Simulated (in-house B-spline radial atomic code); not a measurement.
Stripping gold of all its electrons. The total binding energy is the sum of the 79 successive ionisation energies. Configuration: [Xe] 4f14 5d10 6s1. Computed with a B-spline radial code for spherical atoms: Dirac-Hartree-Fock, average of configuration, Fermi nucleus of rms radius 5.4371 fm.

Dirac-Coulomb total energy: -19035.5583 hartree. First-order corrections (hartree): Breit 21.2, self-energy 18.07, vacuum polarisation -3.502, recoil 0.0321.

(1) What total binding energy follows, and how does it compare with the sum of NIST's ionisation energies?

(2) What share of the binding belongs to the last two electrons?

Results:

(1) 517010 eV from the corrected total, against 517177 ± 280 eV from NIST's table (measured, semi-empirical and theoretical entries, uncertainties added in quadrature). The difference, +168 eV, is within about twice the table's uncertainty, so it can't show the correlation energy.

(2) 36 % by NIST's values (184770.4 eV).
